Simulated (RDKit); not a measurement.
Job for RDKit: UFF on H5NS (a complex), monomers drawn apart or pushed together.

```python
from rdkit import Chem
from rdkit.Chem import AllChem, rdDetermineBonds

blocks = [
'''4

N     0.00620493    0.16351925    0.32505388
H    -0.77720639   -0.46070694    0.17008968
H    -0.19302844    1.03169110   -0.15879122
H     0.82113218   -0.25261076   -0.11110566
''',
'''3

S     0.72391501    0.86954418    4.02153311
H    -0.24734410    0.05970061    4.47147580
H     0.44579656    0.60023460    2.72016133
''',
]
mol = None
for b in blocks:
    f = Chem.MolFromXYZBlock(b)
    rdDetermineBonds.DetermineBonds(f, charge=0)
    mol = f if mol is None else Chem.CombineMols(mol, f)
Chem.SanitizeMol(mol)
print(Chem.MolToSmiles(Chem.RemoveHs(mol)))
ff = AllChem.UFFGetMoleculeForceField(mol, vdwThresh=100.0, ignoreInterfragInteractions=False)
e = ff.CalcEnergy()
print(f'UFF energy {e:.6f} kcal/mol')
```

The log:

```
N.S
UFF energy 3.526337 kcal/mol
```

The run finished.

Cost: around 0.020 core-seconds (rough).
